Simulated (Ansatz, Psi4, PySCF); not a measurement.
HO2, doublet, geometry from GFN2-xTB. Base run: CCSD(T)/6-31G** run with PySCF.

Here is a job for PySCF.
```python
from pyscf import gto, scf, cc

mol = gto.M(
    atom='''
O     0.06734955    0.70545160   -0.04079075
O     0.02832837   -0.59600105   -0.02035813
H    -0.76542330   -0.87560443    0.48919096
''',
    basis='6-31g**',
    spin=1,
    verbose=4,
)

mf = scf.UHF(mol)
mf.kernel()

mycc = cc.CCSD(mf)
mycc.kernel()
et = mycc.ccsd_t()
print('E(CCSD(T)) = %.10f' % (mycc.e_tot + et))
```

The same geometry, method and basis name were run in Ansatz (an electronic-structure program) and Psi4 and PySCF, at each program's defaults and at the settings that a row names. The base is PySCF at its defaults. Differences at the defaults can come from grids, fitting, cores and function types together.

```json
[
 {"code and settings": "PySCF, defaults (exact integrals, spherical functions, all electrons correlated)", "ΔE vs base (µEh)": "0.0", "basis functions": "33", "E (Eh)": "-150.53237", "SCF cycles": "15"},
 {"code and settings": "Psi4, defaults (exact integrals, Cartesian functions, all electrons correlated)", "ΔE vs base (µEh)": "-7073", "basis functions": "35", "E (Eh)": "-150.53945", "SCF cycles": "16"},
 {"code and settings": "Ansatz, defaults (factorised integrals, Cartesian functions, frozen core)", "ΔE vs base (µEh)": "-2639", "basis functions": "35", "E (Eh)": "-150.53501", "SCF cycles": "-"},
 {"code and settings": "PySCF, frozen core", "ΔE vs base (µEh)": "2964", "basis functions": "33", "E (Eh)": "-150.52941", "SCF cycles": "15"},
 {"code and settings": "Psi4, exact integrals, spherical functions, frozen core", "ΔE vs base (µEh)": "2964", "basis functions": "33", "E (Eh)": "-150.52941", "SCF cycles": "16"},
 {"code and settings": "Ansatz, high accuracy, frozen core, Cartesian functions as the basis file defines them", "ΔE vs base (µEh)": "-2644", "basis functions": "35", "E (Eh)": "-150.53502", "SCF cycles": "-"}
]
```

Open shells are given as the SCF converged; they aren't shown to be the lowest states, and a large step between rows can be another state.
